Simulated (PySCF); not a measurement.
Sn(OH)4 (H4O4Sn), SMILES [OH][Sn]([OH])([OH])[OH].

Geometry optimised at PBE0-D3(BJ)/def2-SVP. The structure was generated by enumeration; whether it is a known compound was not checked. The def2 effective core potentials stand for the cores of Sn; spin–orbit coupling is left out. Other conformers were not sampled.

Method: PBE0-D3(BJ)/def2-SVP run with PySCF 2.14.0.

Frequencies are harmonic and unscaled.

Modes within 1.5 cm⁻¹ of each other (mostly degenerate sets) share a row, with their intensities summed.

Computed normal modes with their intensities:
```
mode   ν (cm⁻¹)  IR (km/mol)  Raman (Å⁴/amu)  depolarisation  moving atoms (share of kinetic energy)
-----  --------  -----------  --------------  --------------  --------------------------------------
1           105         85.4             2.0            0.75                          O 67 %, H 32 %
2           128          0.0             3.1            0.75                          O 56 %, H 44 %
3–4         161          7.0             2.6            0.75                 O 50 %, H 35 %, Sn 14 %
5           166          0.0             0.1            0.12                          H 56 %, O 44 %
6           186         22.2             2.7            0.75                  O 70 %, Sn 21 %, H 9 %
7–8         214        162.1             2.9            0.75                          H 67 %, O 28 %
9           268        232.1             0.1            0.75                          H 69 %, O 30 %
10          619          0.0            34.2            0.00                                  O 98 %
11          649         95.3             4.6            0.75                         O 85 %, Sn 14 %
12–13       659        197.1             9.5            0.75                         O 83 %, Sn 16 %
14          851          0.0             0.1            0.00                                  H 95 %
15          869         66.9             2.3            0.75                           H 92 %, O 8 %
16–17       875        248.7             1.8            0.75                                  H 91 %
18–20      3882        344.4           175.9            0.75                                  H 94 %
21         3885          0.0           227.2            0.03                                  H 94 %
```
